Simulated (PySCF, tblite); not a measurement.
Bond stretch in BeH (cation, charge +1), singlet.

- GFN2-xTB, 300 K electronic temperature (tblite)
- UCCSD(T) = CCSD(T) on UHF/cc-pVQZ run with PySCF
- UHF/cc-pVQZ (PySCF)
- RKS-CAM-B3LYP = restricted CAM-B3LYP/cc-pVQZ in PySCF

Energies are in kJ/mol, each relative to the lowest point of its own curve near equilibrium.

```tsv
R / Å	GFN2-xTB	UCCSD(T)	UHF	RKS-CAM-B3LYP
0.99	140.6	135.2	139.5	138.2
1.07	73.2	65.8	67.8	68.0
1.13	42.0	33.3	34.0	34.7
1.19	22.0	13.2	13.1	14.0
1.26	8.3	1.8	1.4	2.1
1.28	5.8	0.4	0.1	0.6
1.33	1.8	0.0	0.0	0.0
1.36	0.5	1.5	…	1.5
1.40	0.0	5.3	6.2	5.3
1.47	1.6	15.6	…	15.9
1.54	…	29.5	34.1	30.4
1.66	15.8	58.6	67.6	61.1
1.79	…	93.2	98.7	98.8
1.99	56.2	145.0	131.2	158.6
2.17	82.7	185.5	151.0	210.0
2.40	119.7	226.3	168.6	268.9
2.67	165.8	259.9	181.7	327.0
2.93	210.1	281.0	189.2	372.0
3.28	264.7	297.2	194.8	417.7
3.63	309.6	303.8	197.6	…
4.01	345.4	…	199.1	473.6
4.65	380.0	307.6	200.1	495.9
5.26	—	308.1	200.4	505.9
```

Q: What belongs in the gaps?

A: 
- 1.36, UHF: 1.9
- 1.47, UHF: 18.1
- 1.54, GFN2-xTB: 5.5
- 1.79, GFN2-xTB: 30.1
- 3.63, RKS-CAM-B3LYP: 450.0
- 4.01, UCCSD(T): 306.3

Dashes: no converged value, or the column stops at the first point that the program doubted or that broke a chosen test of continuity, which isn't proof of a fault.

The unrestricted determinant behind UCCSD(T), UHF is spin-contaminated at 1.66 to 5.26 Å (<S²> up to 1.0, against 0.00 for a pure singlet). At the longest distance RKS-CAM-B3LYP leaves fractional charges on the fragments, a sign of delocalisation error or of the restricted form. The restricted form behind RKS-CAM-B3LYP keeps the bonding electrons paired and can't separate into open-shell fragments.
